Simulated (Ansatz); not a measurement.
Species: H3Al, SMILES `[AlH3]` (charge 0, multiplicity 1), formula H3Al.

**Question.** How many basis functions does frozen-core CCSD(T)/cc-pVTZ // r2SCAN-D4/def2-TZVP run with Ansatz (a quantum-chemistry and plane-wave program) use, how many core orbitals are frozen, and how many electrons are correlated?

**Answer.** 76 basis functions and 5 frozen orbitals, which leaves 6 correlated electrons. Core time is of the order of seconds.
